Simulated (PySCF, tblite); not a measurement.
One entry of a table of gas-phase calculations, keyed by method. Lists by class give the value and the number of equivalent atoms.

```json
{
 "formula": "C5H11FSi",
 "smiles": "CC/C=C\\C[SiH2]F",
 "inchi": "InChI=1S/C5H11FSi/c1-2-3-4-5-7-6/h3-4H,2,5,7H2,1H3/b4-3-",
 "charge": 0,
 "multiplicity": 1,
 "geometry_level": "GFN2-xTB",
 "atoms_angstrom": [
  ["C", -2.174, -0.22, 1.006],
  ["C", -1.536, 0.625, -0.097],
  ["C", -0.855, -0.243, -1.109],
  ["C", 0.442, -0.288, -1.376],
  ["C", 1.519, 0.522, -0.733],
  ["Si", 2.288, -0.384, 0.753],
  ["F", 3.361, 0.628, 1.41],
  ["H", -2.897, -0.915, 0.585],
  ["H", -1.413, -0.794, 1.53],
  ["H", -2.685, 0.416, 1.725],
  ["H", -2.32, 1.204, -0.596],
  ["H", -0.832, 1.326, 0.351],
  ["H", -1.522, -0.903, -1.65],
  ["H", 0.793, -0.995, -2.118],
  ["H", 1.13, 1.486, -0.4],
  ["H", 2.297, 0.732, -1.47],
  ["H", 3.068, -1.549, 0.363],
  ["H", 1.327, -0.642, 1.814]
 ],
 "electronic_structure_code": "PySCF",
 "results": {
  "GFN2-xTB geometry": {
   "point_group": "C1",
   "rotational_constants_GHz": [3.61, 0.994, 0.869]
  },
  "CAM-B3LYP/def2-SVPD ground state and vertical TDDFT (core frozen in the response)": {
   "dipole_D": 1.85,
   "homo_eV": -8.33,
   "lumo_eV": 0.92,
   "S1_eV": 6.34,
   "strongest_line_of_8_singlets_eV": 7.05,
   "T1_tda_eV": 4.31,
   "polarisability_au": 86.2,
   "r2_bohr2_about_centre_of_nuclear_charge": 1355.8,
   "singlets_eV_and_f": [
    [6.34, 0.099],
    [6.74, 0.078],
    [7.05, 0.243],
    [7.35, 0.073],
    [7.66, 0.02],
    [7.86, 0.019],
    [7.98, 0.002],
    [8.28, 0.007]
   ],
   "triplets_tda_eV": [4.31, 6.3, 6.71]
  },
  "PBE0/pcSseg-1 ground state and GIAO shieldings, non-relativistic": {
   "shift_vs_computed_TMS_C_by_class_ppm": [
    [142.7, 1],
    [123.3, 1],
    [25.3, 1],
    [19.8, 1],
    [18.3, 1]
   ],
   "shift_vs_computed_TMS_H_by_class_ppm": [
    [5.8, 1],
    [5.46, 1],
    [4.95, 2],
    [2.27, 2],
    [2.17, 2],
    [1.03, 3]
   ],
   "shielding_other_nuclei_by_class_ppm": [
    ["F", 385.8, 1],
    ["Si", 350.0, 1]
   ],
   "charges_hirshfeld_e_by_atom": [-0.12, -0.07, -0.05, -0.05, -0.16, 0.43, -0.22, 0.04, 0.03, 0.04, 0.04, 0.04, 0.04, 0.04, 0.05, 0.05, -0.08, -0.07]
  },
  "GFN2-xTB harmonic vibrations, gas phase": {
   "strongest_ir_bands_cm-1_km_per_mol_modes": [
    [723.9, 133.0, 1],
    [769.8, 262.7, 1],
    [797.2, 119.8, 1],
    [817.3, 177.5, 1],
    [2319.1, 399.2, 1],
    [2339.3, 118.7, 1]
   ],
   "zpe_kcal_per_mol": 90.5
  }
 }
}
```

The zero-point energy, half the sum of the 48 harmonic wavenumbers, equals 31650 cm⁻¹ or 379 kJ/mol. The vertical singlet–triplet gap S1 − T1 is 2.03 eV (TDDFT singlet less Tamm–Dancoff triplet). The dipole equals about 6.2 × 10⁻³⁰ C·m (1 D = 3.33564 × 10⁻³⁰ C·m).

 NMR classes are plain means over equivalent atoms (diastereotopic ones count apart unless rotation or inversion swaps them), as if these changed places fast; in this geometry the members of some classes differ.

For the vibration job (GFN2-xTB), hardware: one thread, Arm Neoverse N1 (aarch64), no GPU, on a shared host. Cost: 0.99 s wall.

Conformer computed: `[CH3:1][CH2:2]/[CH:3]=[CH:4]\[CH2:5][SiH2:6][F:7]`: C1–C2–C3–C4 -115°, C3–C4–C5–Si6 93°, C4–C5–Si6–F7 -176°.

One conformer stands for the species.
